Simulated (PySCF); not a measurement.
A survey of $^{19}$F NMR shifts

[PySCF 2.14: PBE0/pcSseg-1 with gauge-including orbitals; geometry: GFN2-xTB; no solvent model; rapidly exchanging positions averaged; non-relativistic Hamiltonian; one conformer]

Shieldings were converted by a linear fit to measured shifts: $^{19}$F (scatter 6.0 ppm rms, 7.0 ppm with the 5 outliers that the fit left out vs CFCl3, solution or neat liquid, with a term for F on sp3 carbon). Occasional misses reach two or three times the rms, and more in compound classes unlike the fitted ones.

(1) Give the $^{19}$F shifts of `F[C@@H]1C[C@@H](F)OC(F)(F)O1`, `FC(F)(F)[C@@]1(F)COCO1`, `FC(F)[C@@H]1O[C@@H](F)O[C@H]1F`, `C=N[Si@@H](CC)CF`.

(2) Match the shifts -57.8, -160.5, -176.2, -279.1 ppm to `CN1C[C@H](F)C[SiH2]1`, `CC(C)S[SiH2]CC(F)(F)F`, `C[C@H](CO)O[SiH2]CF`, `NC[C@@]1(F)CC[SiH2]1`.

Results:

(1) 
```tsv
compound	environment	δ (ppm)
[F:1][C@@H:2]1[CH2:3][C@@H:4]([F:5])[O:6][C:7]([F:8])([F:9])[O:10]1	F8/9: fluorine of a CF2 group (×2)	-53.9
[F:1][C@@H:2]1[CH2:3][C@@H:4]([F:5])[O:6][C:7]([F:8])([F:9])[O:10]1	F1/5: fluorine on an sp3 carbon (×2)	-131.8
[F:1][C:2]([F:3])([F:4])[C@@:5]1([F:6])[CH2:7][O:8][CH2:9][O:10]1	F1/3/4: fluorine of a CF3 group (×3)	-81.2
[F:1][C:2]([F:3])([F:4])[C@@:5]1([F:6])[CH2:7][O:8][CH2:9][O:10]1	F6: fluorine on an sp3 carbon	-124.6
[F:1][CH:2]([F:3])[C@@H:4]1[O:5][C@@H:6]([F:7])[O:8][C@H:9]1[F:10]	F7: fluorine on an sp3 carbon	-76.5
[F:1][CH:2]([F:3])[C@@H:4]1[O:5][C@@H:6]([F:7])[O:8][C@H:9]1[F:10]	F10: fluorine on an sp3 carbon	-117.9
[F:1][CH:2]([F:3])[C@@H:4]1[O:5][C@@H:6]([F:7])[O:8][C@H:9]1[F:10]	F3: fluorine of a CF2 group	-127.1
[F:1][CH:2]([F:3])[C@@H:4]1[O:5][C@@H:6]([F:7])[O:8][C@H:9]1[F:10]	F1: fluorine of a CF2 group	-131.0
C=N[Si@@H](CC)CF	fluorine on an sp3 carbon	-275.1
```

(2) -57.8: CC(C)S[SiH2]CC(F)(F)F (fluorine of a CF3 group); -160.5: NC[C@@]1(F)CC[SiH2]1 (fluorine on an sp3 carbon); -176.2: CN1C[C@H](F)C[SiH2]1 (fluorine on an sp3 carbon); -279.1: C[C@H](CO)O[SiH2]CF (fluorine on an sp3 carbon).
